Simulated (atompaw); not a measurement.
What one change does to a pseudopotential (holmium, PAW (atompaw))

atompaw 4.2.0.5 input, output lines left out:

```
Ho 67
GGA-PBE scalarrelativistic loggrid 2001 logderivrange -6 5 276
6 6 5 4 0 0
6 0 1.5
6 1 0
5 2 0
4 3 11
0 0 0
c
c
c
c
v
v
c
c
c
v
v
c
c
v
v
3
3.00 2.40 2.55 1.70
n
n
y
1.2
n
y
0.7
n
bloechl besselshape
bessel
```

Change: local potential bessel scheme, radius 1.44 bohr.

Cutoffs: the cutoffs (Ry, on a coarse ladder) from which the occupation-weighted sum of valence levels, in a spherical-Bessel basis at the reference potential, stays within 10 and 1 mRy of its value at 400 Ry; they do not see the model core or the augmentation charge, which bear on the density cutoff.

Task: What does the change do?

Result: The potential gets harder (30 Ry and 35 Ry → 35 Ry and 45 Ry); the range in which the s phases agree narrows (upper end 3.7 → 1.8); neither file shows a bound ghost.

```csv
quantity,base,changed
"cutoff, loose",30 Ry,35 Ry
"cutoff, tight",35 Ry,45 Ry
loose cutoff by channel (10 mRy a level),"s 12 Ry, p 15 Ry, f 15 Ry","s 18 Ry, p 21 Ry, f 25 Ry"
bound ghosts,none,none
s: phases at 3.01 bohr within 0.05 rad from the reference energy up to (Ry; the scan ends near 5),3.7,1.8
p: phases at 3.01 bohr within 0.05 rad from the reference energy up to (Ry; the scan ends near 5),to the end of the scan,3.9
d: phases at 3.01 bohr within 0.05 rad from the reference energy up to (Ry; the scan ends near 5),to the end of the scan,to the end of the scan
f: phases at 3.01 bohr within 0.05 rad from the reference energy up to (Ry; the scan ends near 5),3.4,3.5
lowest overlap eigenvalue by channel,"s 0.51, p 0.64, d 0.93, f 0.92","s 0.35, p 0.67, d 0.84, f 0.99"
```

 The cutoffs see the waves, projectors and local potential, not the compensation charge or the core.
